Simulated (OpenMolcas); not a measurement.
What dynamic correlation does to the levels of Se3+

```json
{"Program": "OpenMolcas", "Basis": "ANO-RCC-VQZP [7s6p4d2f1g]", "Scalar Hamiltonian": "DKH2, point nucleus", "Active space": "3 electrons in 8 orbitals (4s 4p 5s 5p)", "State averaging": "2S+1 = 4 odd, 1 root; 2S+1 = 2 odd, 11 roots; 2S+1 = 4 even, 3 roots; 2S+1 = 2 even, 9 roots", "Spin-orbit coupling": "state interaction with AMFI integrals over the reference wave functions, term energies averaged over their components"}
```

Methods on the same reference wave functions:
A. CASSCF
B. SS-CASPT2, IPEA 0.25 Eh, imaginary shift 0.1 Eh (closed shells correlated: 3d)
C. MS-CASPT2, IPEA 0.25 Eh, imaginary shift 0.1 Eh (closed shells correlated: 3d)

Energies in eV above 4s² 4p ²P°_1/2, the measured ground level; measured values from Moore, Atomic Energy Levels, vol. II, NSRDS-NBS 35 (1971 reprint of NBS Circular 467, 1952).

```
         Level        A       B       C  Measured
4s² 4p ²P°_1/2   0.0000  0.0000  0.0000    0.0000
4s² 4p ²P°_3/2   0.4639   0.464   0.466    0.5426
 4s 4p² ⁴P_1/2   8.9172   9.416   9.424          
 4s 4p² ⁴P_3/2   9.0999   9.600   9.608          
 4s 4p² ⁴P_5/2   9.3700   9.865   9.873          
 4s 4p² ²D_3/2  13.8753  12.703  12.711   12.9205
 4s 4p² ²D_5/2  13.9308  12.764  12.772   12.9819
 4s 4p² ²S_1/2  16.2671  15.841  15.850   15.9676
 4s 4p² ²P_1/2  18.1327  17.009  17.017   16.8785
 4s 4p² ²P_3/2  18.4352  17.288  17.296   17.1537
```

Deviations, from unrounded energies. A percentage is the sum of absolute deviations over the sum of measured energies, with the sign that they share, or ± where signs differ.

| Against measurement | Levels | A | B | C |
| --- | --- | --- | --- | --- |
| mean absolute deviation (cm-1) | 6 | 6500 | 1200 | 1200 |
| fine structure of the ground term (%) | 1 | -14.5 | -14.5 | -14.1 |
| other configurations (%) | 5 | +6.2 | ±1.1 | ±1.1 |

B, C lie about equally close to measurement and A furthest from it. The largest miss of C in the table is 4s 4p² ²D_5/2, by -1700 cm-1. The ranking rests on the paired levels alone, and a cruder setting can come out closer through cancelling errors.

Between B and C the level of the table that moves most is 4s 4p² ²S_1/2, by 65 cm-1 (lowest in B, highest in C). Moves below CASPT2's spread within the term are not significant.

The mean deviations of B to C differ by less than CASPT2's widest spread within a term (290 cm-1), so their order carries little weight.

The lowest spin-free term lies below A's lowest term by 0.108 hartree in B, 0.108 hartree in C.

CASPT2 breaks the degeneracy within a term, and the mean is taken; among the terms shown or strongly mixed into the levels shown the widest spread is 290 cm-1 (4s 4p² ²D, C). Over all roots computed the reference weight is 0.89 to 0.98 in B, 0.89 to 0.98 in C; the roots of lowest weight are the least certain, and an intruder state may touch them. Active for correlation alone: 5p 5s; no level in the range computed is led by a configuration that fills them, so any true level of that kind is missing. Terms of s pⁿ other than that of highest spin mix with s² pⁿ⁻² d, which this space lacks; all of them can be thousands of cm-1 off, and some have no real level of that name. Computed and measured levels are paired by configuration, term and J; levels that our copy of the source lacks, or whose pairing is in doubt (as where it misses far off the trend of its configuration), stay unpaired and out of the deviations. Only configurations of the active space appear. Levels that lie high or do not pair safely by name in every column are left out.

° marks odd parity.
